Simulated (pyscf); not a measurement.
## H₂N–Si(OH)(F)–F (SMILES N[Si](O)(F)F), singlet

Gas-phase minimum from PySCF at ωB97X-D3(BJ)/def2-SVP, one conformer. 

SMILES: F[Si](O)(N)F
```xyz
8

N     -1.3196     0.4124    -1.0479
Si     0.3202     0.6099    -0.7147
O      0.9092    -0.7661    -0.0472
F      0.4927     1.9019     0.2365
F      1.2583     0.9558    -1.9903
H     -1.9772     1.1813    -1.0591
H     -1.7220    -0.4763    -1.3162
H      1.8506    -0.9354    -0.1560
```
Charge 0, spin multiplicity 1.

Bonds (Å): N1–Si2 1.685, N1–H6 1.012, N1–H7 1.012, Si2–O3 1.639, Si2–F4 1.614, Si2–F5 1.621, O3–H8 0.963. Angles (°): Si2–N1–H6 123.1, Si2–N1–H7 122.8, H6–N1–H7 114.0, N1–Si2–O3 109.4, N1–Si2–F4 108.3, N1–Si2–F5 115.6, O3–Si2–F4 113.2, O3–Si2–F5 107.0, F4–Si2–F5 103.4, Si2–O3–H8 116.9.

Properties at ωB97X-D3(BJ)/def2-SVP:

```yaml
harmonic_wavenumbers_unscaled: 145, 208, 231, 268, 328, 360, 365, 380, 772, 779, 820, 943, 1003, 1027, 1535, 3656, 3760, 3941 cm⁻¹
zero_point_energy: 29.3 kcal/mol
rotational_symmetry_number: 1
Entropy of this conformer at 298 K and 1 atm, rigid rotor and harmonic oscillator, modes under 100 cm⁻¹ raised to 100: 333.0 J/(mol K)
dipole_moment: 1.77 D
```

Single-point totals, which compare only within one level (frozen core for MP2 and CC):

| level | total energy (hartree) |
|---|---|
| ωB97X-D3(BJ)/def2-TZVP | -621.41715 |
| PBE/def2-TZVP | -620.86963 |
| r²SCAN/def2-TZVP | -621.18764 |
| B3LYP-D3(BJ)/def2-TZVP | -621.38774 |
| PBE0-D3(BJ)/def2-TZVP | -620.90489 |
| M06-2X/def2-TZVP | -621.22839 |
| ωB97M-D3(BJ)/def2-TZVP | -621.46708 |
| HF/def2-TZVPP | -619.28172 |
| MP2/def2-TZVPP | -620.34791 |
| CCSD/def2-TZVPP | -620.35961 |
| CCSD(T)/def2-TZVPP | -620.39384 |

Soft torsions are taken as harmonic, which can shift the entropy by several J/(mol K). The CCSD(T) − MP2 part came from Ansatz, without density fitting, on the same reference.
